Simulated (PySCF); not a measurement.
Compound: C₆H₇NS (charge +1 and doublet state).
Numbering: `[N:1]#[C:2][C@@H:3]1[CH:4]=[CH:5][CH2:6][C@@H:7]1[SH+:8]` (hydrogens: H9 on C3; H10 on C4; H11 on C5; H12, H13 on C6; H14 on C7; H15 on S8)

Cartesian coordinates in Å at the GFN2-xTB level; atoms count from 1:
```
atom  x, y, z in Å
N1     2.1194    2.3380   -0.3114
C2     1.1448    1.7626   -0.4371
C3    -0.0588    0.9625   -0.5582
C4    -0.8458    0.9271    0.7160
C5    -1.1094   -0.3297    1.1030
C6    -0.6192   -1.3281    0.1284
C7     0.2422   -0.5260   -0.8679
S8     1.9721   -1.0744   -0.6104
H9    -0.6558    1.4373   -1.3515
H10   -1.1616    1.8316    1.2059
H11   -1.6315   -0.6132    2.0004
H12   -1.4540   -1.8040   -0.3994
H13   -0.0785   -2.1529    0.6088
H14    0.0404   -0.7674   -1.9115
H15    2.0912   -0.6554    0.6631
```

The hyperfine couplings belong to this conformer and change with its torsions.

The calculation used UKS B3LYP, pcH-1 on C H N S, non-relativistic, mean-field spin-orbit, GIAO in PySCF 2.14.0. One conformer (not necessarily the lowest) at the GFN2-xTB geometry, without solvent, vibrations or thermal averaging. The geometry wasn't refined by DFT: couplings that depend on bond lengths, twists or pyramidal angles can differ widely from those at the functional's own minimum, by a factor of two or more for some ions and for spin on atoms past the first row. The SCF solution wasn't tested for stability.

Principal values of hyperfine tensors in MHz (contact, dipolar and spin–orbit terms together), for some of the nuclei:

```json
{"atom": "H12", "isotope": "1H", "A1": "92.34", "A2": "93.93", "A3": "104.96"}
{"atom": "H13", "isotope": "1H", "A1": "70.98", "A2": "76.44", "A3": "89.62"}
{"atom": "H15", "isotope": "1H", "A1": "-42.47", "A2": "-30.39", "A3": "-13.48"}
{"atom": "H9", "isotope": "1H", "A1": "21.57", "A2": "23.91", "A3": "28.42"}
{"atom": "S8", "isotope": "33S", "A1": "-42.39", "A2": "-37.33", "A3": "151.19"}
{"atom": "C6", "isotope": "13C", "A1": "-0.42", "A2": "0.96", "A3": "25.89"}
{"atom": "H10", "isotope": "1H", "A1": "-15.70", "A2": "-10.31", "A3": "1.99"}
{"atom": "C2", "isotope": "13C", "A1": "3.98", "A2": "5.48", "A3": "12.76"}
```

Task: Give the isotropic coupling of each nucleus in MHz and in mT (g = 2.0100), and the anisotropic part.

Result: a_iso = (A1 + A2 + A3)/3, Ti = Ai − a_iso; 1 mT corresponds to 28.132 MHz. The tensors hold a spin–orbit part: the run splits a_iso into a_FC + a_SO, and T includes its anisotropic share.

| atom | a_iso (MHz) | a_FC | a_SO | a_iso (mT) | T1 | T2 | T3 |
| --- | --- | --- | --- | --- | --- | --- | --- |
| H12 | 97.08 | 97.08 | -0.01 | 3.451 | -4.74 | -3.14 | 7.88 |
| H13 | 79.01 | 79.03 | -0.01 | 2.809 | -8.03 | -2.57 | 10.61 |
| H15 | -28.78 | -28.99 | 0.21 | -1.023 | -13.69 | -1.61 | 15.30 |
| H9 | 24.63 | 24.63 | 0.00 | 0.876 | -3.06 | -0.72 | 3.79 |
| S8 | 23.83 | 23.42 | 0.40 | 0.847 | -66.21 | -61.16 | 127.37 |
| C6 | 8.81 | 8.82 | -0.01 | 0.313 | -9.23 | -7.85 | 17.08 |
| H10 | -8.01 | -8.01 | 0.00 | -0.285 | -7.69 | -2.31 | 10.00 |
| C2 | 7.41 | 7.46 | -0.05 | 0.263 | -3.43 | -1.93 | 5.35 |

Task: What spin density at the nucleus of C2 lies behind its contact coupling (g_N = 1.40482)?

Result: a_FC = (2μ0/3) gₑ μB g_N μN ρ(0)/(2S·h) = 800.24 MHz × g_N × ρ(0)/(2S), with ρ in bohr⁻³. With a_FC = 7.46 MHz and 2S = 1, ρ(0) = 0.006639 bohr⁻³.

Task: C4 (13C, g_N = 1.40482) isn't in the table. Its spin density at the nucleus is 0.009385 bohr⁻³. What is its contact coupling?

Result: By the same relation, a_FC = 10.55 MHz. Its full tensor has the principal values -5.41, -4.98, 42.09 MHz.

Task: Name the largest traceless tensor T of the table and describe it.

Result: S8: -66.2, -61.2, 127.4 MHz (the dipolar term alone has -65.4, -62.4, 127.8), nearly axial, close to the ratio −1:−1:+2, the form that spin in one p orbital centred on that nucleus gives.

Task: In a single crystal, with the field along each principal axis of the tensor of H13 in turn, what first-order splitting does this nucleus give (isotropic g, quadrupole terms neglected)?

Result: 2 lines (I = 1/2), spaced by |A_i|/(g × 13.996): 2.52, 2.72, 3.19 mT along the axes of A1, A2 and A3.

Hardware: an Arm Neoverse V2 with one thread, no GPU, on a shared host. Cost: 78 s (with the writing of density and orbital grids), 1.1 GiB resident at most.
